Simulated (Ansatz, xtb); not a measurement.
# Relaxing a trial structure of CH5GeIn

The starting geometry of this gas-phase triplet was built from a drawn formula by distance geometry and a force field; its bonds are those of `[GeH3][CH2][In]`.

```xyz
8

C     0.8639   -1.3135    1.3701
Ge    0.0494   -1.5580    3.1379
In   -0.5909   -0.8354   -0.4776
H     1.1890   -1.8768    4.1429
H    -0.9024   -2.8106    3.0887
H    -0.7269   -0.3441    3.5657
H     1.4941   -0.4099    1.4255
H     1.3889   -2.1413    1.0957
```

Predict what it relaxes into with r2SCAN-D4/def2-SVP.

It keeps its bonds, and is `[GeH3][CH2][In]`.

The energy falls by 0.25 eV over 6 steps:

| step | E − E(last) (eV) |
| --- | --- |
| 1 | 0.245 |
| 2 | 0.044 |
| 3 | 0.010 |
| 4 | 0.004 |
| 5 | 0.000 |
| 6 | 0.000 |

Final geometry (Å):

```xyz
8

C     0.9534   -1.2978    1.4316
Ge    0.0396   -1.5807    3.1246
In   -0.6929   -0.9210   -0.2557
H     1.0911   -1.9231    4.2094
H    -0.9365   -2.7569    2.9973
H    -0.7100   -0.3058    3.5247
H     1.5177   -0.3601    1.3199
H     1.5027   -2.1443    0.9971
```

From the same start GFN2-xTB ends elsewhere, differing in Ge2–In3 (2.89 against 3.52 Å here).

No frequencies were run, so the end isn't proven a minimum. Open shells are spin-unrestricted. The triplet needn't be the ground state. Atoms past krypton carry core potentials, without spin–orbit terms. Run with Ansatz 0.2.0, 2.6 min on 2 threads of Arm Neoverse V1, with other jobs on the host.
